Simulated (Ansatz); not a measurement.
Nd(NH2)3 (NdN₃H₆): single points at one geometry.

```yaml
crystal:
  periodic: [false, false, false]
  atoms:
    - {symbol: Nd, position_ang: [-0.002818, -0.003838, -0.371872]}
    - {symbol: N, position_ang: [2.172333, 0.414263, -0.075223]}
    - {symbol: H, position_ang: [2.972454, -0.235890, -0.057175]}
    - {symbol: H, position_ang: [2.564981, 1.322138, 0.219205]}
    - {symbol: N, position_ang: [-1.446730, 1.674827, -0.069014]}
    - {symbol: H, position_ang: [-2.427379, 1.573114, 0.235692]}
    - {symbol: H, position_ang: [-1.274300, 2.691599, -0.062723]}
    - {symbol: N, position_ang: [-0.728105, -2.093029, -0.049265]}
    - {symbol: H, position_ang: [-0.138735, -2.883921, 0.254658]}
    - {symbol: H, position_ang: [-1.691681, -2.459263, -0.024274]}
basis:
  gaussian: {orbitals: def2-TZVP, initial_orbitals: start.molden}
magnetization: {spin_polarized: true, initial_magnetization: 3}
hamiltonian: {xc: pbe}
correlation: {method: rpa}
scf: {omitted_lower_state_checks: [starts]}
```

The file start.molden holds the orbitals of an earlier run on this structure, at another level or in another basis.

```sh
$ ansatz run in.yaml --threads 4 --pin off --events-out ev --progress --plain --max-ram 8704MiB
```

It prints (some lines left out):

```
Functional definition: PBE
1644 factors; integrals over basis functions are off by at most 1.4e-3 eV
mean field evaluation 1: about -19841.8909 eV, gradient 7.3e0 eV
mean field evaluation 2: about -19842.1493 eV, gradient 2.0e0 eV
mean field evaluation 4: about -19842.1482 eV, gradient 9.2e-2 eV
mean field evaluation 8: about -19842.1492 eV, gradient 5.4e-3 eV
mean field evaluation 16: about -19842.1492 eV, gradient 5.1e-7 eV
mean field -19842.14918804 eV, -729.1855331687 hartree, gradient 1.2e-7 eV, S^2 3.775620; 0 other end points of the search recorded, 0 dependent functions left out
7 core orbitals not correlated: weight in the atoms' cores, before any rotation towards them, 1.000 or more for the frozen orbitals, at most 0.000 for the correlated occupied ones
reference -19771.07745497 eV, -726.5736951527 hartree; 24, 21 occupied and 191, 194 virtual orbitals, 1644 factors
Total energy: -19832.36674326 eV, -728.8260349537 hartree
Checks for a lower state left out: starts
```

It took 30 s on 4 threads of Arm Neoverse V2 on a shared host, peak host memory 0.76 GiB.

The first input with `hamiltonian: {xc: {name: BHLYP}, dispersion: d4}`, `output: {orbitals: {seedname: orbitals}}` and without the key `correlation` (abridged; 56 s):

```
Functional definition: BHLYP
mean field evaluation 16: about -19840.1001 eV, gradient 8.8e-6 eV
mean field -19840.10009554 eV, -729.1102304083 hartree, gradient 8.8e-6 eV, S^2 3.753590
Total energy: -19840.31875833 eV, -729.1182661176 hartree
Checks for a lower state left out: starts
```

First input, but with `hamiltonian: {xc: lda}`, `output: {orbitals: {seedname: orbitals}}` and without the key `correlation` (abridged; 8.5 s):

```
Functional definition: SPW92
mean field evaluation 16: about -19793.6746 eV, gradient 5.2e-5 eV
mean field -19793.67459694 eV, -727.4041248029 hartree, gradient 3.7e-6 eV, S^2 3.797530
Total energy: -19793.67466046 eV, -727.4041271372 hartree
Checks for a lower state left out: starts
```

As the first input, with `correlation: {method: mp2}`, `output: {orbitals: {seedname: orbitals}}` and without the key `hamiltonian` (abridged; 21 s):

```
Functional definition: HF
mean field evaluation 16: about -19774.4775 eV, gradient 2.1e-8 eV
mean field -19774.47746632 eV, -726.6986432652 hartree, gradient 2.1e-8 eV, S^2 3.754213
7 core orbitals not correlated: weight in the atoms' cores, before any rotation towards them, 1.000 or more for the frozen orbitals, at most 0.000 for the correlated occupied ones
second order -42.13147085 eV of doubles, -0.00000000 eV of singles
Total energy: -19816.60893717 eV, -728.2469462610 hartree
Checks for a lower state left out: starts
```

First input, but with `hamiltonian: {xc: pbe, dispersion: d4}`, `output: {forces: true, orbitals: {seedname: orbitals}}` and without the key `correlation` (abridged; 36 s):

```
Functional definition: PBE
mean field evaluation 16: about -19842.1493 eV, gradient 2.0e-5 eV
mean field evaluation 32: about -19842.1493 eV, gradient 1.3e-5 eV
mean field -19842.14932992 eV, -729.1855383826 hartree, gradient 2.2e-7 eV, S^2 3.775620
Total energy: -19842.29844135 eV, -729.1910181265 hartree
Atom 0 force    -0.002108    -0.003219     0.031137 eV/Å
Atom 1 force     0.311716     0.077348     0.109439 eV/Å
Atom 2 force    -0.235150     0.120897    -0.021941 eV/Å
Atom 3 force    -0.134430    -0.202768    -0.097346 eV/Å
Atom 4 force    -0.215064     0.242643     0.105649 eV/Å
Atom 5 force     0.242083    -0.021985    -0.098515 eV/Å
Atom 6 force     0.008206    -0.267232    -0.018023 eV/Å
Atom 7 force    -0.088091    -0.306930     0.116072 eV/Å
Atom 8 force    -0.109020     0.219095    -0.101450 eV/Å
Atom 9 force     0.221858     0.142150    -0.025023 eV/Å
Dipole moment:    -0.000400     0.000018    -0.159624 e Å
Checks for a lower state left out: starts
```

The first input with `gaussian: {orbitals: def2-SVP, initial_orbitals: start.molden}`, `hamiltonian: {xc: pbe, dispersion: d4}`, `output: {orbitals: {seedname: orbitals}}` and without the key `correlation` (abridged; 12 s):

```
Functional definition: PBE
mean field evaluation 16: about -19835.5822 eV, gradient 2.0e-5 eV
mean field -19835.58220474 eV, -728.9442009837 hartree, gradient 9.6e-6 eV, S^2 3.783673
Total energy: -19835.73132611 eV, -728.9496810931 hartree
Checks for a lower state left out: starts
```

Geometry: PBE-D4/def2-SVP.

In the def2 sets Nd takes a core potential; there is no spin–orbit coupling. Correlated methods freeze 7 core orbitals; core or outer-core shells of Nd are correlated, in sets that lack core-valence functions. With an open 4f shell the SCF may have ended on a state above the lowest.
